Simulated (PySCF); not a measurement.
PySCF input for B(Me)(OH)(SeH) (CH₅BOSe), SMILES CB(O)[SeH], TDA-LC-ωPBE/def2-SVPD. Coordinates come from a B3LYP-D3(BJ)/def2-SVP optimisation. This is a generated structure with no PubChem entry under its InChIKey; it may be hypothetical. Other conformers were not sampled.

```python
import numpy as np
from pyscf import gto, scf, dft, tdscf

mol = gto.M(
    atom='''
    B    -0.12673805    0.93450169   -0.00000000
    C     1.15612722    1.85300005    0.00000000
    H     1.15490758    2.51259413   -0.88664395
    H     1.15490759    2.51259413    0.88664394
    H     2.10418128    1.29586222   -0.00000000
    O    -1.39480455    1.42276487    0.00000000
    H    -1.43299735    2.38841080    0.00000000
    Se    0.09479237   -1.01648060   -0.00000000
    H    -1.34857617   -1.32174873   -0.00000000
    ''',
    basis='def2-SVPD',
    charge=0,
    spin=0,
    symmetry=True,
    max_memory=1600,
    verbose=4,
)
mf = dft.RKS(mol, xc='lc_wpbe').density_fit(auxbasis='def2-universal-jkfit')
mf.grids.level = 3
mf.conv_tol = 1e-9
mf.max_cycle = 100
mf.kernel()
mf.grids = dft.Grids(mol).set(level=1).build(with_non0tab=True)  # coarser grid for the response kernel
td = tdscf.TDA(mf)
td.singlet = True
td.nstates = 10
td.conv_tol = 1e-4
td.positive_eig_threshold = 1e-6
td.kernel(x0=td.get_init_guess(mf, 15))
td.analyze()
tt = tdscf.TDA(mf)
tt.singlet = False
tt.nstates = 4
tt.conv_tol = 1e-4
tt.positive_eig_threshold = 1e-6
tt.kernel(x0=tt.get_init_guess(mf, 9))
tt.analyze(verbose=3)
```

Program output:

```
PySCF version 2.14.0

[INPUT] verbose = 4
[INPUT] num. atoms = 9
[INPUT] num. electrons = 58
[INPUT] charge = 0
[INPUT] spin (= nelec alpha-beta = 2S) = 0
[INPUT] symmetry True subgroup None
[INPUT] Mole.unit = angstrom
[INPUT] Symbol           X                Y                Z      unit          X                Y                Z       unit  Magmom
[INPUT]  1 B     -0.126738050000   0.934501690000   0.000000000000 AA   -0.239500204061   1.765952257043   0.000000000000 Bohr   0.0
[INPUT]  2 C      1.156127220000   1.853000050000   0.000000000000 AA    2.184763810955   3.501662603305   0.000000000000 Bohr   0.0
[INPUT]  3 H      1.154907580000   2.512594130000  -0.886643950000 AA    2.182459025384   4.748114767890  -1.675514235503 Bohr   0.0
[INPUT]  4 H      1.154907590000   2.512594130000   0.886643940000 AA    2.182459044281   4.748114767890   1.675514216605 Bohr   0.0
[INPUT]  5 H      2.104181280000   1.295862220000   0.000000000000 AA    3.976326335637   2.448824690971   0.000000000000 Bohr   0.0
[INPUT]  6 O     -1.394804550000   1.422764870000   0.000000000000 AA   -2.635798596797   2.688635943952   0.000000000000 Bohr   0.0
[INPUT]  7 H     -1.432997350000   2.388410800000   0.000000000000 AA   -2.707972528728   4.513442284953   0.000000000000 Bohr   0.0
[INPUT]  8 Se     0.094792370000  -1.016480600000   0.000000000000 AA    0.179131617998  -1.920869944934   0.000000000000 Bohr   0.0
[INPUT]  9 H     -1.348576170000  -1.321748730000   0.000000000000 AA   -2.548439619415  -2.497743105192   0.000000000000 Bohr   0.0

nuclear repulsion = 227.818952324452
point group symmetry = Cs
symmetry origin: [ 5.86466727e-09 -4.56140774e-09 -3.25814846e-10]
symmetry axis x: [ 1.00000000e+00  2.60061187e-09 -8.04038843e-11]
symmetry axis y: [ 2.60061187e-09 -1.00000000e+00  2.60434833e-10]
symmetry axis z: [8.04038836e-11 2.60434829e-10 1.00000000e+00]
num. orbitals of irrep A' = 98
num. orbitals of irrep A" = 46
number of shells = 60
number of NR pGTOs = 226
number of NR cGTOs = 144
basis = def2-SVPD
ecp = {}


******** <class 'pyscf.df.df_jk.DFSymAdaptedRKS'> ********
method = DFSymAdaptedRKS
initial guess = minao
damping factor = 0
level_shift factor = 0
DIIS = <class 'pyscf.scf.diis.CDIIS'>
diis_start_cycle = 1
diis_space = 8
diis_damp = 0
SCF conv_tol = 1e-09
SCF conv_tol_grad = None
SCF max_cycles = 100
direct_scf = False
XC library pyscf.dft.libxc version 7.1.2
    S. Lehtola, C. Steigemann, M. J. T. Oliveira, and M. A. L. Marques,  SoftwareX 7, 1–5 (2018)
XC functionals = lc_wpbe
    O. A. Vydrov and G. E. Scuseria,  J. Chem. Phys. 125, 234109 (2006)
radial grids:
    Treutler-Ahlrichs [JCP 102, 346 (1995); DOI:10.1063/1.469408] (M4) radial grids

becke partition: Becke, JCP 88, 2547 (1988); DOI:10.1063/1.454033
pruning grids: <function nwchem_prune>
grids dens level: 3
symmetrized grids: True
atomic radii adjust function: <function treutler_atomic_radii_adjust>
small_rho_cutoff = 0
Freeze 0 electrons in irreps []
    58 free electrons in irreps A' A"
Set gradient conv threshold to 3.16228e-05
Initial guess from minao.
tot grids = 111712
Create RSH-DF object <pyscf.df.df.DF object> for omega=0.4
******** <class 'pyscf.df.df.DF'> ********
auxbasis = auxmol.basis = def2-universal-jkfit
init E= -2541.42961512037
HOMO (A") = -0.33154635213756  LUMO (A") = 0.00169643642312023  gap/eV = 9.06800
cycle= 1 E= -2541.94754295358  delta_E= -0.518  |g|= 0.612  |ddm|= 3.54
HOMO (A") = -0.332354813718263  LUMO (A') = 0.0510920309588183  gap/eV = 10.43412
cycle= 2 E= -2541.96704627763  delta_E= -0.0195  |g|= 0.603  |ddm|= 1.03
HOMO (A") = -0.348477394122457  LUMO (A') = 0.0490571601941396  gap/eV = 10.81747
cycle= 3 E= -2542.02905343696  delta_E= -0.062  |g|= 0.0637  |ddm|= 0.468
HOMO (A") = -0.354997230085274  LUMO (A') = 0.0515661148127577  gap/eV = 11.06315
cycle= 4 E= -2542.03014109717  delta_E= -0.00109  |g|= 0.0178  |ddm|= 0.0991
HOMO (A") = -0.353817553931703  LUMO (A') = 0.0515970793979266  gap/eV = 11.03189
cycle= 5 E= -2542.030269465  delta_E= -0.000128  |g|= 0.00498  |ddm|= 0.0388
HOMO (A") = -0.353541597106263  LUMO (A') = 0.0515418244514088  gap/eV = 11.02288
cycle= 6 E= -2542.03027832733  delta_E= -8.86e-06  |g|= 0.00118  |ddm|= 0.0102
HOMO (A") = -0.353653262665754  LUMO (A') = 0.0515389057467672  gap/eV = 11.02584
cycle= 7 E= -2542.0302791987  delta_E= -8.71e-07  |g|= 0.00034  |ddm|= 0.00305
HOMO (A") = -0.353670402693068  LUMO (A') = 0.0515312448139738  gap/eV = 11.02610
cycle= 8 E= -2542.03027926505  delta_E= -6.63e-08  |g|= 9.65e-05  |ddm|= 0.000858
HOMO (A") = -0.353656682170517  LUMO (A') = 0.0515310742456876  gap/eV = 11.02572
cycle= 9 E= -2542.03027927086  delta_E= -5.81e-09  |g|= 3.29e-05  |ddm|= 0.000293
HOMO (A") = -0.353662311115825  LUMO (A') = 0.0515306874484969  gap/eV = 11.02586
cycle= 10 E= -2542.03027927141  delta_E= -5.54e-10  |g|= 1.15e-05  |ddm|= 7.92e-05
HOMO (A") = -0.353660725992206  LUMO (A') = 0.0515305234332444  gap/eV = 11.02582
Extra cycle  E= -2542.03027927151  delta_E= -1.03e-10  |g|= 6.93e-06  |ddm|= 3.28e-05
converged SCF energy = -2542.03027927151
tot grids = 35232
Overwritten attributes  positive_eig_threshold  of <class 'pyscf.tdscf.rks.TDA'>


******** <class 'pyscf.tdscf.rks.TDA'> for <class 'pyscf.df.df_jk.DFSymAdaptedRKS'> ********
nstates = 10 singlet
deg_eia_thresh = 1.000e-03
wfnsym = None
conv_tol = 0.0001
eigh lindep = 1e-12
eigh level_shift = 0
eigh max_cycle = 100


Excitation energies (eV)
[5.99604955 6.62488615 6.87342701 7.21295748 7.69061043 8.03926441
 8.11634192 8.28814194 8.56402674 8.69442671]

** Singlet excitation energies and oscillator strengths **
Excited State   1:   A"      5.99605 eV    206.78 nm  f=0.0051
      29 -> 30        0.20410
      29 -> 33        0.10971
      29 -> 34       -0.60436
      29 -> 36       -0.15731
      29 -> 37        0.15090
      29 -> 39        0.12359
Excited State   2:   A'      6.62489 eV    187.15 nm  f=0.1886
      28 -> 34        0.12929
      29 -> 32        0.64849
      29 -> 35       -0.16739
Excited State   3:   A"      6.87343 eV    180.38 nm  f=0.0760
      29 -> 30       -0.55771
      29 -> 31        0.28209
      29 -> 37        0.17367
      29 -> 39        0.13715
      29 -> 40        0.12713
      29 -> 42        0.13592
Excited State   4:   A"      7.21296 eV    171.89 nm  f=0.0000
      27 -> 32        0.13999
      28 -> 32        0.61784
      28 -> 35       -0.25065
Excited State   5:   A"      7.69061 eV    161.22 nm  f=0.0055
      29 -> 30       -0.25533
      29 -> 31       -0.57257
      29 -> 33       -0.13447
      29 -> 37        0.15245
      29 -> 42       -0.13441
Excited State   6:   A"      8.03926 eV    154.22 nm  f=0.0027
      29 -> 31        0.12567
      29 -> 33       -0.65986
Excited State   7:   A'      8.11634 eV    152.76 nm  f=0.0183
      28 -> 30       -0.48128
      28 -> 34        0.43191
Excited State   8:   A'      8.28814 eV    149.59 nm  f=0.0288
      28 -> 30        0.12337
      28 -> 34        0.11622
      29 -> 32       -0.20448
      29 -> 35       -0.63245
Excited State   9:   A'      8.56403 eV    144.77 nm  f=0.1556
      27 -> 30       -0.16936
      28 -> 30       -0.41562
      28 -> 31       -0.16615
      28 -> 34       -0.35710
      28 -> 37        0.16450
      29 -> 35       -0.19920
Excited State  10:   A"      8.69443 eV    142.60 nm  f=0.1002
      25 -> 32        0.12852
      26 -> 30       -0.11773
      27 -> 32        0.29078
      27 -> 35       -0.13086
      29 -> 30        0.13971
      29 -> 34        0.20242
      29 -> 36       -0.24338
      29 -> 37        0.44040
      29 -> 45        0.10113

** Transition electric dipole moments (AU) **
state          X           Y           Z        Dip. S.      Osc.
  1         0.0000     -0.0000      0.1863      0.0347      0.0051
  2         0.0760     -1.0752     -0.0000      1.1618      0.1886
  3        -0.0000     -0.0000     -0.6717      0.4511      0.0760
  4         0.0000      0.0000     -0.0079      0.0001      0.0000
  5        -0.0000      0.0000     -0.1707      0.0291      0.0055
  6         0.0000      0.0000     -0.1181      0.0139      0.0027
  7         0.2408     -0.1848     -0.0000      0.0921      0.0183
  8        -0.1209      0.3567     -0.0000      0.1419      0.0288
  9        -0.1110     -0.8541     -0.0000      0.7418      0.1556
 10         0.0000     -0.0000     -0.6859      0.4705      0.1002

** Transition velocity dipole moments (imaginary part, AU) **
state          X           Y           Z        Dip. S.      Osc.
  1         0.0000     -0.0000      0.0721      0.0052      0.0157
  2        -0.0110     -0.1487     -0.0000      0.0222      0.0609
  3         0.0000     -0.0000     -0.1547      0.0239      0.0632
  4        -0.0000      0.0000      0.0136      0.0002      0.0005
  5        -0.0000     -0.0000      0.0128      0.0002      0.0004
  6         0.0000      0.0000     -0.0503      0.0025      0.0057
  7         0.0411     -0.1277     -0.0000      0.0180      0.0403
  8        -0.0339      0.1224     -0.0000      0.0161      0.0353
  9        -0.0485     -0.1794     -0.0000      0.0345      0.0732
 10        -0.0000     -0.0000     -0.1825      0.0333      0.0695

** Transition magnetic dipole moments (imaginary part, AU) **
state          X           Y           Z
  1         0.5157     -0.4373      0.0000
  2         0.0000     -0.0000     -0.0246
  3        -0.4753     -0.1721      0.0000
  4        -1.0791      0.3878     -0.0000
  5        -0.6532     -0.0855      0.0000
  6         0.1505      0.1430     -0.0000
  7         0.0000     -0.0000     -0.8872
  8        -0.0000      0.0000      0.1078
  9        -0.0000     -0.0000     -0.1352
 10        -0.5100      0.5018      0.0000


******** <class 'pyscf.tdscf.rks.TDA'> for <class 'pyscf.df.df_jk.DFSymAdaptedRKS'> ********
nstates = 4 triplet
deg_eia_thresh = 1.000e-03
wfnsym = None
conv_tol = 0.0001
eigh lindep = 1e-12
eigh level_shift = 0
eigh max_cycle = 100


Excitation energies (eV)
[5.46392687 5.54364472 6.48541142 6.71299491]

** Triplet excitation energies and oscillator strengths **
Excited State   1:   A"      5.46393 eV    226.91 nm  f=0.0000
Excited State   2:   A'      5.54364 eV    223.65 nm  f=0.0000
Excited State   3:   A"      6.48541 eV    191.17 nm  f=0.0000
Excited State   4:   A"      6.71299 eV    184.69 nm  f=0.0000
```

The calculation finished and met its thresholds.

Cost: around 2.2 core-minutes (rough).
